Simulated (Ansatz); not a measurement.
F2O2W (SMILES [O]=[W](=[O])([F])[F]) moved off its minimum; all values from Ansatz (an electronic-structure program), cores frozen in correlated methods. Elements past Kr take the def2 small-core potentials, without spin–orbit coupling.
(charge 0, multiplicity 1)
```xyz
5

W      0.0146     0.0861    -0.0062
O      1.4248    -0.3991    -1.0298
O      0.6068    -0.0486     1.6584
F     -0.5733     1.8656    -0.3019
F     -1.3360    -1.2664    -0.1583
```

Forces at r2SCAN/def2-TZVPP (eV/Å):

```csv
atom,Fx,Fy,Fz
W1,3.423,-2.255,0.976
O2,-3.990,1.578,2.558
O3,-1.386,0.513,-3.631
F4,0.556,-1.426,0.097
F5,1.398,1.589,0.000
```

Q: Give the forces (eV/Å), the total energy and the dipole at CCSD(T)/def2-TZVPPD.

A: 
```
atom      Fx      Fy      Fz
----  ------  ------  ------
W1     3.209  -2.154   0.833
O2    -3.564   1.428   2.275
O3    -1.172   0.458  -3.100
F4     0.420  -1.028   0.027
F5     1.107   1.296  -0.035
```
Energy -416.5790 hartree, dipole 1.64 D.
